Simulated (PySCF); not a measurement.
# SMILES [SiH3]c1cc[o+]cc1, [C$_{5}$H$_{7}$OSi]+, charge +1

Molfile (atoms numbered from 1):
```
C5H7OSi
     RDKit          3D

 14 14  0  0  0  0  0  0  0  0999 V2000
    2.6228   -0.1872    0.0161 Si  0  0  0  0  0  4  0  0  0  0  0  0
    0.7039   -0.1297   -0.0914 C   0  0  0  0  0  0  0  0  0  0  0  0
   -0.0145    1.0712    0.0650 C   0  0  0  0  0  0  0  0  0  0  0  0
   -1.3871    1.0555   -0.0041 C   0  0  0  0  0  0  0  0  0  0  0  0
   -2.0423   -0.0690   -0.2154 O   0  0  0  0  0  0  0  0  0  0  0  0
   -1.4197   -1.2225   -0.3698 C   0  0  0  0  0  0  0  0  0  0  0  0
   -0.0498   -1.2992   -0.3156 C   0  0  0  0  0  0  0  0  0  0  0  0
    2.9244   -0.8910    1.2924 H   0  0  0  0  0  0  0  0  0  0  0  0
    3.0776   -0.9685   -1.1641 H   0  0  0  0  0  0  0  0  0  0  0  0
    3.0897    1.2217    0.0108 H   0  0  0  0  0  0  0  0  0  0  0  0
    0.4872    2.0259    0.2392 H   0  0  0  0  0  0  0  0  0  0  0  0
   -2.0484    1.9185    0.1009 H   0  0  0  0  0  0  0  0  0  0  0  0
   -2.1068   -2.0549   -0.5369 H   0  0  0  0  0  0  0  0  0  0  0  0
    0.4210   -2.2760   -0.4517 H   0  0  0  0  0  0  0  0  0  0  0  0
  1  2  1  0
  2  3  2  0
  3  4  1  0
  4  5  2  0
  5  6  1  0
  6  7  2  0
  7  2  1  0
  1  8  1  0
  1  9  1  0
  1 10  1  0
  3 11  1  0
  4 12  1  0
  6 13  1  0
  7 14  1  0
M  CHG  1   5   1
M  END
```

Computed with PySCF, TDDFT CAM-B3LYP/aug-cc-pVDZ excited states, vertical, gas phase. Geometry: PBE0-D3(BJ)/def2-SVP.

Problem. How strongly do the lowest singlets absorb one photon, and two photons of half the energy?

Solution. δ for parallel linear polarisation; σ at the peak of a Lorentzian of half width 0.1 eV, single beam; Ω is circular over linear.
| state | E (eV) | f | photon λ (nm) | δ (au) | σ (GM) | Ω | main |
| --- | --- | --- | --- | --- | --- | --- | --- |
| S1 | 5.06 | 0.005 | 490 | 3.82 | 0.04 | 1.49 | HOMO−3→LUMO 0.83, HOMO−2→LUMO 0.14 |
| S2 | 5.21 | 0.123 | 476 | 11.6 | 0.12 | 1.43 | HOMO→LUMO 0.93 |
| S3 | 5.75 | 0.179 | 432 | 341 | 4.13 | 0.90 | HOMO−1→LUMO 0.89 |
| S4 | 6.07 | 0.004 | 408 | 14 | 0.19 | 1.50 | HOMO−2→LUMO 0.83, HOMO−3→LUMO 0.14 |
| S5 | 6.75 | 0.050 | 367 | 409 | 6.82 | 0.41 | HOMO−4→LUMO 0.56, HOMO→LUMO+1 0.34 |
| S6 | 6.78 | 0.000 | 366 | 0.13 | 0.00 | 0.93 | HOMO−3→LUMO+1 0.81, HOMO−2→LUMO+1 0.15 |

Among these, the strongest one-photon state is S3, the strongest two-photon state S5.
